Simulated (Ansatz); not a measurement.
The first iterations of a band of Cl + H6W (8 atoms, charge 0, multiplicity 2).

Theory: UHF/def2-SVP in Ansatz.

```
movable images  : 5
climbing image  : yes
spring          : 5.0 eV/Å²
optimiser       : quadratic models (default)
start path      : through a guess of the saddle point
force threshold : 0.05 eV/Å
iteration limit : 60
end points      : relaxed
```

Image 0:

```xyz
8
Properties=species:S:1:pos:R:3
W 0.000 0.000 -0.547
H 0.000 0.000 1.139
H 1.422 0.000 0.328
H 0.000 1.422 0.328
H -1.422 0.000 0.328
H 0.000 -1.422 0.328
H 0.000 0.000 -2.423
Cl 0.000 0.000 4.408
```

Image 6:

```xyz
8
Properties=species:S:1:pos:R:3
W 0.000 0.000 -0.939
H 0.000 0.000 3.383
H 1.484 0.000 -0.133
H 0.000 1.484 -0.133
H -1.484 0.000 -0.133
H 0.000 -1.484 -0.133
H 0.000 0.000 -2.678
Cl 0.000 0.000 4.655
```

| iteration | highest image above the first end (eV) | largest band force component (eV/Å) |
| --- | --- | --- |
| 1 | 2.719 | 10.281 |
| 2 | 0.630 | 3.457 |
| 3 | 0.457 | 7.770 |
| 4 | 0.341 | 2.133 |
| 5 | 0.272 | 1.733 |
| 6 | 0.276 | 0.328 |
| 7 | 0.299 | 0.291 |
| 8 | 0.636 | 1.428 |
| 9 | 0.293 | 0.597 |
| 10 | 0.280 | 0.226 |
| 11 | 0.286 | 0.271 |
| 12 | 0.291 | 0.137 |
| 13 | 0.286 | 0.063 |
| 14 | 0.286 | 0.066 |
| 15 | 0.286 | 0.073 |
| 16 | 0.287 | 0.084 |
| 17 | 0.289 | 0.109 |
| 18 | 0.289 | 0.115 |
| 19 | 0.290 | 0.075 |
| 20 | 0.288 | 0.108 |

Q: Does the band converge within its limit, and where does its top end?

A: The run converged. It ended after 60 iterations with the highest image 0.287 eV above the first end. Neighbouring images differ by up to 2.3 eV, so the band resolves the path poorly. A vibrational analysis at the climbing image gives 3 clearly imaginary modes (269i, 268i, 56i cm⁻¹): a point of higher order, so a lower path passes nearby.

Run time: 13 min on 1 thread of Arm Neoverse V2, on a shared host, peak memory 0.23 GiB.
